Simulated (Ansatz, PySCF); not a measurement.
C5H4N, SMILES [c]1ccncc1, multiplicity 2. Atoms are numbered in the order given.

```xyz
10

C      0.0000     0.0000    -1.3838
C      0.0000    -1.2164    -0.7390
C      0.0000    -1.1444     0.6644
N      0.0000     0.0000     1.3458
C      0.0000     1.1444     0.6644
C      0.0000     1.2164    -0.7390
H      0.0000    -2.1800    -1.2557
H      0.0000    -2.0695     1.2551
H      0.0000     2.0695     1.2551
H      0.0000     2.1800    -1.2557
```
Charge 0, spin multiplicity 2.

Geometry optimised at ωB97X-D3(BJ)/def2-SVP. The isomer is the one that the SMILES or the coordinates give; other isomers of the formula were not compared.

Two levels are set side by side: PBE-D3(BJ)/def2-SVP (Ansatz, an electronic-structure program) and ωB97X-D3(BJ)/def2-SVP (PySCF). Each level has its own optimised geometry; the coordinates shown are those of the second. Frequencies come from the Hessian of PySCF at each geometry. Differences are taken from unrounded values.

```csv
quantity,ωB97X-D3(BJ)
mean bond length (Å),1.261
bond C1–C2 (Å),1.377
bond C1–C6 (Å),1.377
bond C2–C3 (Å),1.405
bond C3–N4 (Å),1.332
bond N4–C5 (Å),1.332
bond C5–C6 (Å),1.405
bond C2–H7 (Å),1.093
bond C3–H8 (Å),1.098
bond C5–H9 (Å),1.098
bond C6–H10 (Å),1.093
highest harmonic wavenumber (cm⁻¹),3231
mean harmonic wavenumber (cm⁻¹),1401
zero-point energy (kcal/mol),48.07
```

**Question.** What does PBE-D3(BJ) give, and how far is it from ωB97X-D3(BJ)? (An estimate is asked for; the answer gives what the named calculation found.)

**Answer.** 
| quantity | PBE-D3(BJ) | PBE-D3(BJ) minus ωB97X-D3(BJ) |
|---|---|---|
| mean bond length (Å) | 1.269 | 0.008 |
| bond C1–C2 (Å) | 1.382 | 0.005 |
| bond C1–C6 (Å) | 1.382 | 0.005 |
| bond C2–C3 (Å) | 1.418 | 0.013 |
| bond C3–N4 (Å) | 1.337 | 0.005 |
| bond N4–C5 (Å) | 1.337 | 0.005 |
| bond C5–C6 (Å) | 1.418 | 0.013 |
| bond C2–H7 (Å) | 1.101 | 0.008 |
| bond C3–H8 (Å) | 1.106 | 0.008 |
| bond C5–H9 (Å) | 1.106 | 0.008 |
| bond C6–H10 (Å) | 1.101 | 0.008 |
| highest harmonic wavenumber (cm⁻¹) | 3119 | -112 |
| mean harmonic wavenumber (cm⁻¹) | 1341 | -60 |
| zero-point energy (kcal/mol) | 46.01 | -2.06 |

Exact exchange shortens and stiffens bonds; PBE has none. Differences between two approximate levels are no errors against the true value.
